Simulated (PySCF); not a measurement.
Ranking problems on computed properties.

Each SMILES stands for a single optimised conformer of the isolated species, non-relativistic unless stated; the electronic structure was computed with PySCF and density fitting.

Dipoles, sizes and rotational constants follow the conformer. The torsions of the flexible species, by atom-mapped SMILES:
- `[CH2:1]=[N:2][c:3]1[cH:4][cH:5][n:6]([SiH2:7][Cl:8])[cH:9]1`: C1–N2–C3–C4 -12°, C5–N6–Si7–Cl8 166°
- `[CH2:1]=[CH:2][c:3]1[cH:4][c:5]([Cl:6])[n:7]([SiH3:8])[n:9]1`: C1–C2–C3–C4 1°
- `[CH2:1]=[CH:2][CH2:3]/[CH:4]=[CH:5]/[O:6][SiH3:7]`: C1–C2–C3–C4 126°, C2–C3–C4–C5 -22°, C4–C5–O6–Si7 -2°
- `[CH3:1][C:2]([CH3:3])([CH3:4])[P:5]1[CH:6]=[CH:7]1`: C1–C2–P5–C6 -159°
- `[CH:1]#[C:2][P:3]([NH2:4])[CH:5]=[CH2:6]`: C2–P3–C5–C6 128°, H–N4–P3–C2 -35°, H–N4–P3–C2 95°
- `[F:1][C:2]([F:3])([F:4])[S:5][c:6]1[cH:7][cH:8][s:9][cH:10]1`: F1–C2–S5–C6 178°, C2–S5–C6–C7 -91°
- `[CH2:1]=[C:2]([O:3][SiH3:4])[CH:5]1[CH2:6][CH2:7]1`: C1–C2–O3–Si4 0°, C1–C2–C5–C6 35°
- `[CH3:1][SiH:2]([CH3:3])/[CH:4]=[CH:5]\[CH:6]=[O:7]`: C1–Si2–C4–C5 175°, C4–C5–C6–O7 1°
- `[CH2:1]=[CH:2][c:3]1[n:4][cH:5][cH:6][n:7]1[SiH2:8][Cl:9]`: C1–C2–C3–N4 -3°, C6–N7–Si8–Cl9 1°
- `[SiH3:1][CH2:2][c:3]1[cH:4][cH:5][s:6][cH:7]1`: Si1–C2–C3–C4 -78°
- `[CH3:1][S:2][C:3]1=[CH:4][CH:5]=[CH:6][SiH2:7]1`: C1–S2–C3–C4 179°

The conformers of `[SiH3]N1CCCC1` aren't listed.

Question: Rank by lowest singlet excitation, lowest first (TDDFT CAM-B3LYP/def2-SVPD at GFN2-xTB geometries).
A. `C=CC/C=C/O[SiH3]`
B. `C=CC1=NN([SiH3])C(Cl)=C1`
C. `[SiH3]N1CCCC1`
D. `C=Nc1ccn([SiH2]Cl)c1`

Answer: D (4.53 eV), C (5.56 eV), B (5.79 eV), A (6.23 eV).

Q: By how much do the two ends of that ranking differ?

A: By 1.70 eV, between `C=CC/C=C/O[SiH3]` and `C=Nc1ccn([SiH2]Cl)c1`.

Question: Rank by HOMO energy, lowest first (CAM-B3LYP/def2-SVPD at GFN2-xTB geometries).
A. `C=C(O[SiH3])C1CC1`
B. `CC(C)(C)P1C=C1`
C. `FC(F)(F)Sc1ccsc1`
D. `C#CP(N)C=C`

Answer: C (-8.78 eV), D (-8.14 eV), A (-7.89 eV), B (-7.62 eV).

Q: By how much do the two ends of that ranking differ?

A: By 1.16 eV, between `CC(C)(C)P1C=C1` and `FC(F)(F)Sc1ccsc1`.

Question: Rank by electronic spatial extent ⟨r²⟩ about the centre of nuclear charge, highest first (CAM-B3LYP/def2-SVPD at GFN2-xTB geometries).
A. `CC(C)(C)P1C=C1`
B. `C[SiH](C)/C=C\C=O`
C. `C=Cc1cc(Cl)n([SiH3])n1`
D. `FC(F)(F)Sc1ccsc1`
E. `n1(ccc(N=C)c1)[SiH2]Cl`
F. `C=C(O[SiH3])C1CC1`

Answer: E (2086 bohr²), D (1932 bohr²), C (1885 bohr²), F (1220 bohr²), B (1025 bohr²), A (917 bohr²).

Question: Rank by HOMO–LUMO gap, lowest first (CAM-B3LYP/def2-SVPD at GFN2-xTB geometries).
A. `[SiH3]O/C=C/CC=C`
B. `s1cc(C[SiH3])cc1`
C. `C=NC1=CN([SiH2]Cl)C=C1`
D. `[SiH3]N1CCCC1`
E. `C=C(O[SiH3])C1CC1`
F. `C=Cc1nccn1[SiH2]Cl`
G. `C=CC1=NN([SiH3])C(Cl)=C1`
H. `C#CP(N)C=C`

Answer: F (7.50 eV), C (7.82 eV), G (8.40 eV), B (8.51 eV), D (8.68 eV), H (8.84 eV), E (9.07 eV), A (9.21 eV).

Q: By how much do the two ends of that ranking differ?

A: By 1.71 eV, between `C=CC/C=C/O[SiH3]` and `C=Cc1nccn1[SiH2]Cl`.

Question: Rank by lowest triplet excitation (Tamm–Dancoff), highest first (TDA CAM-B3LYP/def2-SVPD at GFN2-xTB geometries).
A. `[SiH3]N1CCCC1`
B. `CSC1=CC=C[SiH2]1`
C. `O(/C=C/CC=C)[SiH3]`
D. `c1scc(C[SiH3])c1`
E. `C=Cc1cc(Cl)n([SiH3])n1`
F. `CC(C)(C)P1C=C1`

Answer: A (5.41 eV), C (4.33 eV), F (3.99 eV), D (3.78 eV), E (3.57 eV), B (2.16 eV).

Question: Rank by static isotropic polarisability, lowest first (CAM-B3LYP/def2-SVPD at GFN2-xTB geometries).
A. `C=C(O[SiH3])C1CC1`
B. `C=Cc1nccn1[SiH2]Cl`
C. `C[SiH](C)/C=C\C=O`
D. `[SiH3]Cc1ccsc1`
E. `C(=C\O[SiH3])/CC=C`
F. `CSC1=CC=C[SiH2]1`

Answer: A (86.0 au), C (88.7 au), E (90.5 au), D (101.3 au), F (105.7 au), B (110.7 au).

Q: Give the two extremes of that set as polarisability volumes in Å³.

A: `C=C(O[SiH3])C1CC1`: 12.75 Å³; `C=Cc1nccn1[SiH2]Cl`: 16.40 Å³.
